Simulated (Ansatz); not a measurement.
Ge9NH16, a doped cluster cut from the lattice of germanium (N on a surface site). The state is a doublet with charge 0. Geometry r2SCAN-D4/def2-SVP.

Cartesian coordinates in Å:
```
Ge 2.431 -1.449 1.320
Ge 1.309 2.340 0.704
Ge 1.355 -0.226 -2.340
Ge -1.447 -2.178 -0.305
Ge -2.017 1.551 -1.282
Ge -1.461 -0.061 2.228
Ge 2.420 0.400 -0.248
N -0.751 -1.502 1.285
Ge -1.075 1.944 0.921
Ge -1.034 -0.535 -2.040
H 3.833 -1.616 1.966
H 2.061 -2.784 0.636
H 1.909 2.658 2.089
H 1.537 3.569 -0.201
H 1.986 -1.526 -2.877
H 1.587 0.880 -3.391
H -0.704 -3.504 -0.550
H -2.963 -2.472 -0.177
H -1.692 2.709 -2.247
H -3.550 1.414 -1.191
H -0.717 -0.044 3.577
H -2.974 -0.258 2.496
H 3.882 0.813 -0.546
H -0.476 -2.255 1.918
H -1.765 3.141 1.612
H -1.686 -1.009 -3.357
```

The 6-31G sets use Cartesian d functions. B3LYP takes the VWN-RPA correlation. Single mean-field runs in def2-TZVP are fitted with def2-universal-jkfit.

Question: Estimate the α-spin orbital energies around the gap (eV) in Ansatz with LDA (SPW92)/def2-TZVP, PBE-D4/def2-SVP, PBE-D4/def2-TZVP, B3LYP-D4/6-31G, PBE0-D4/def2-SVP.

Answer: 
```
orbital  LDA (SPW92)/def2-TZVP  PBE-D4/def2-SVP  PBE-D4/def2-TZVP  B3LYP-D4/6-31G  PBE0-D4/def2-SVP
HOMO−13                  -8.60            -8.48             -8.54           -9.56             -9.82
HOMO−12                  -8.48            -8.38             -8.44           -9.47             -9.71
HOMO−11                  -8.31            -8.20             -8.27           -9.27             -9.53
HOMO−10                  -8.20            -8.11             -8.15           -9.18             -9.39
 HOMO−9                  -7.99            -7.89             -7.94           -8.87             -9.14
 HOMO−8                  -7.97            -7.86             -7.91           -8.83             -9.10
 HOMO−7                  -7.23            -7.08             -7.14           -7.96             -8.31
 HOMO−6                  -7.03            -6.90             -6.95           -7.74             -8.02
 HOMO−5                  -6.94            -6.81             -6.85           -7.63             -7.88
 HOMO−4                  -6.79            -6.64             -6.68           -7.37             -7.67
 HOMO−3                  -6.67            -6.53             -6.57           -7.27             -7.54
 HOMO−2                  -6.64            -6.51             -6.56           -7.24             -7.53
 HOMO−1                  -6.06            -5.89             -5.97           -6.64             -7.07
   HOMO                  -4.77            -4.67             -4.75           -5.29             -5.75
   LUMO                  -1.76            -1.35             -1.54           -0.63             -0.63
 LUMO+1                  -1.46            -1.06             -1.22           -0.55             -0.31
 LUMO+2                  -1.42            -1.01             -1.16           -0.50             -0.22
 LUMO+3                  -1.31            -0.94             -1.12           -0.24             -0.20
 LUMO+4                  -1.29            -0.93             -1.09           -0.19             -0.14
 LUMO+5                  -1.23            -0.84             -1.00           -0.14             -0.04
 β HOMO                  -5.97            -5.79             -5.87           -6.50             -6.96
 β LUMO                  -3.96            -3.52             -3.60           -2.86             -2.66
```
